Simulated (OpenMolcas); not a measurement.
# Cd+: effect of the active space

```yaml
Program: OpenMolcas
Method: CASSCF or its RAS form
Basis: ANO-RCC-VDZP
Scalar_Hamiltonian: DKH2, point nucleus
Spin-orbit_coupling: RASSI with atomic mean-field integrals over the reference wave functions, term energies averaged over their components
```

A. 1 electron in 4 orbitals (5s 5p); 2S+1 = 2 even, 1 root; 2S+1 = 2 odd, 3 roots; cost roughly 4 core-seconds
B. 1 electron in 8 orbitals (5s 5p 6s 6p); 2S+1 = 2 even, 1 root; 2S+1 = 2 odd, 3 roots; cost about 7 core-seconds
C. 1 electron in 9 orbitals (RAS2 5s 5p; RAS3 5d, at most 1 electron); 2S+1 = 2 even, 1 root; 2S+1 = 2 odd, 3 roots; cost of the order of 7 core-seconds

Energies in cm-1 above 5s 2S 1/2, the measured ground level; measured values from NIST Handbook of Basic Atomic Spectroscopic Data.

```tsv
Level	A	B	C	Measured
5s 2S 1/2	0.0	0.0	0.0	0.0
5p 2P* 1/2	40932	40932	40932	44136
5p 2P* 3/2	42810	42810	42810	46619
```

Deviations, from unrounded energies. A percentage is the sum of absolute deviations over the sum of measured energies, with the sign that they share, or ± where signs differ.

| Against measurement | Levels | A | B | C |
| --- | --- | --- | --- | --- |
| mean absolute deviation (cm-1) | 2 | 3500 | 3500 | 3500 |
| other configurations (%) | 2 | -7.7 | -7.7 | -7.7 |

A, B, C lie about equally close to measurement. The largest miss of A in the table is 5p 2P* 3/2, by -3800 cm-1. The ranking rests on the paired levels alone, and a cruder setting can come out closer through cancelling errors.

Among A to C no level of the table moves by more than 5 cm-1.

With one active electron the reference holds no correlation, so core polarisation is missing. With one active electron outside closed inactive shells, the extra shells (6p 6s) add no correlation to the reference (holds for B). With one active electron outside closed inactive shells, the extra shells (5d) add no correlation to the reference (holds for C). Computed and measured levels are paired by configuration, term and J; levels that our copy of the source lacks, or whose pairing is in doubt (as where it misses far off the trend of its configuration), stay unpaired and out of the deviations. Levels of configurations outside the active space are missing.

* marks odd parity.
